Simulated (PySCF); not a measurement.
Vertical excitations of a molecule C3H12N2Si from TDA-PBE0/def2-SVPD (PySCF), as energy in eV (oscillator strength): 6.30 (0.031), 6.52 (0.020), 6.79 (0.004), 7.08 (0.032), 7.25 (0.028), 7.48 (0.024). Lowest triplet (TDA): 6.01 eV. The structure is a stationary point at PBE-D3(BJ)/def2-SVP. The values are those of a single conformer.

Question: Which molecule gave these data?
A) CC(C)[SiH](N)N
B) CCN[SiH2]CN
C) CNC[Si@H](C)N
D) CC(C)(N)[SiH2]N

Answer: A, CC(C)[SiH](N)N
